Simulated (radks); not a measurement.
Values are calculated unless marked as measured or tabulated.
Charge is removed step by step from the 3d down level of the nickel ion Ni+, starting from [Ar] 3d(up 5, down 4). Level of theory: scalar-relativistic Kohn-Sham, LDA (Slater exchange, Perdew-Wang correlation), spin-polarised, spherical densities, finite nucleus; Fermi nuclear charge, rms radius 3.7757 fm (a radial shooting solver on a logarithmic mesh with Libxc functionals).

| removed (e) | E - E(0) (eV) | eigenvalue (eV) | E minus straight line (eV) |
|---|---|---|---|
| 0 | 0.000 | -12.839 | 0.000 |
| 0.25 | 3.625 | -16.202 | -1.361 |
| 0.5 | 8.120 | -19.798 | -1.851 |
| 0.75 | 13.542 | -23.611 | -1.415 |
| 1 | 19.942 | -27.627 | 0.000 |

Removing the whole electron costs 19.942 eV by Delta-SCF, against 12.839 eV from minus the eigenvalue at the starting occupation. Slater's transition state (half an electron removed) gives 19.798 eV. Integrating minus the eigenvalue over the occupation (Janak's theorem) gives 19.943 eV. In this scalar-relativistic scheme the density is built from large components alone, so the theorem holds only approximately. The mean slope of the eigenvalue, de/dn, is 14.8 eV per electron. Ionisation energy of Ni+ in the NIST Atomic Spectra Database: 18.169 eV (measured).
